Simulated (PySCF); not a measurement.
Compound: C12H12Si.
Bonds: C1–C2 (aromatic), C2–C3 (aromatic), C3–C4 (aromatic), C4–Si5, Si5–C6, C6–C7 (aromatic), C7–C8 (aromatic), C8–C9 (aromatic), C9–C10 (aromatic), C10–C11 (aromatic), C4–C12 (aromatic), C12–C13 (aromatic), C1–C13 (aromatic), C6–C11 (aromatic). Hydrogens: H14 on C1; H15 on C2; H16 on C3; H17, H18 on Si5; H19 on C7; H20 on C8; H21 on C9; H22 on C10; H23 on C11; H24 on C12; H25 on C13.

Torsions of this conformer, `[cH:1]1[cH:2][cH:3][c:4]([SiH2:5][c:6]2[cH:7][cH:8][cH:9][cH:10][cH:11]2)[cH:12][cH:13]1`: C3–C4–Si5–C6 -48°, C4–Si5–C6–C7 147°.

The closed-shell ground state was solved at several levels (PySCF, density fitting, gas phase, non-relativistic). Geometry: PBE0-D3(BJ)/def2-SVP, one conformer, isolated molecule.

```tsv
level	basis functions	HOMO (eV)	LUMO (eV)	gap (eV)	dipole (D)
B3LYP/def2-SVPD	360	-7.01	-0.92	6.09	0.96
PBE0/pcSseg-1	288	-7.25	-0.73	6.52	1.00
```

What might KT2/pcSseg-1 (288 basis functions) give for the same quantities?

HOMO -6.27 eV, LUMO -1.59 eV, gap 4.68 eV, dipole 0.99 D.

Over all these levels, which gives the widest orbital gap and which the narrowest?

PBE0/pcSseg-1 (global hybrid, 25 % exact exchange) has the widest, 6.52 eV, and KT2/pcSseg-1 (GGA) the narrowest, 4.68 eV. The two share the basis. From the narrowest to the widest the HOMO moves by -0.98 eV and the LUMO by +0.86 eV.

How far do the dipole and the HOMO energy spread over the levels?

The dipole runs from 0.96 to 1.00 D (mean 0.99 D) and the HOMO from -7.25 to -6.27 eV.
